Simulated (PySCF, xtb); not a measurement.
PbFBr, SMILES [F][Pb][Br] (connectivity only; charge and spin as stated), neutral, multiplicity 1.

Harmonic wavenumbers (cm⁻¹) from GFN2-xTB (xtb) at its own minimum, in rising order: 93, 209, 362.

**Question.** What does PySCF 2.14.0 with PBE0-D3(BJ)/def2-TZVP give at its own minimum? (An estimate is asked for; the answer gives what the named calculation found.)

**Answer.** 116, 215, 533. Paired by order, the mean absolute difference is 67 cm⁻¹ and the zero-point energies are 0.9 and 1.2 kcal/mol.
